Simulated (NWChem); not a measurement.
CH₃AlBrFO; SMILES C[O][Al]([F])[Br]

```xyz
8

Al     0.3443    -0.5197     0.0820
F      1.8262    -0.9908     0.6539
Br     0.0011     1.6340    -0.3621
O     -0.8842    -1.6244    -0.1641
C     -1.2066    -2.9739    -0.0672
H     -1.5000    -3.3696    -1.0545
H     -0.3688    -3.5876     0.3089
H     -2.0628    -3.1153     0.6143
```
Atoms are numbered in this order, from 1.

Level: PBE0/def2-SVP (NWChem), optimised geometry, unscaled harmonic frequencies. This build's default masses of Se (78.918 u) and Br (79.917 u) are each other's, which moves their modes by up to 0.6 %.

Question: List the harmonic frequencies with IR intensities, and the thermochemistry.

Answer: 
```json
[
 {"frequency (cm⁻¹)": "63", "IR intensity (km/mol)": "0.0"},
 {"frequency (cm⁻¹)": "76", "IR intensity (km/mol)": "4.1"},
 {"frequency (cm⁻¹)": "93", "IR intensity (km/mol)": "1.7"},
 {"frequency (cm⁻¹)": "158", "IR intensity (km/mol)": "13.7"},
 {"frequency (cm⁻¹)": "233", "IR intensity (km/mol)": "14.4"},
 {"frequency (cm⁻¹)": "256", "IR intensity (km/mol)": "77.9"},
 {"frequency (cm⁻¹)": "411", "IR intensity (km/mol)": "70.3"},
 {"frequency (cm⁻¹)": "738", "IR intensity (km/mol)": "94.2"},
 {"frequency (cm⁻¹)": "907", "IR intensity (km/mol)": "121.4"},
 {"frequency (cm⁻¹)": "1187", "IR intensity (km/mol)": "14.6"},
 {"frequency (cm⁻¹)": "1190", "IR intensity (km/mol)": "0.1"},
 {"frequency (cm⁻¹)": "1289", "IR intensity (km/mol)": "434.2"},
 {"frequency (cm⁻¹)": "1475", "IR intensity (km/mol)": "2.8"},
 {"frequency (cm⁻¹)": "1478", "IR intensity (km/mol)": "3.2"},
 {"frequency (cm⁻¹)": "1485", "IR intensity (km/mol)": "14.5"},
 {"frequency (cm⁻¹)": "3021", "IR intensity (km/mol)": "89.3"},
 {"frequency (cm⁻¹)": "3108", "IR intensity (km/mol)": "34.0"},
 {"frequency (cm⁻¹)": "3115", "IR intensity (km/mol)": "29.7"}
]
```

```yaml
zero_point_energy: 29.0 kcal/mol
thermal correction to the enthalpy at 298.15 K (with zero-point energy): 34.2 kcal/mol
heat capacity Cv: 20.8 cal/(mol K)
entropy at 298.15 K and 1 atm (symmetry number 1): 89.1 cal/(mol K)
dipole_moment: 1.90 D
```

Rigid rotor and harmonic oscillator; modes under 100 cm⁻¹ make the entropy uncertain.
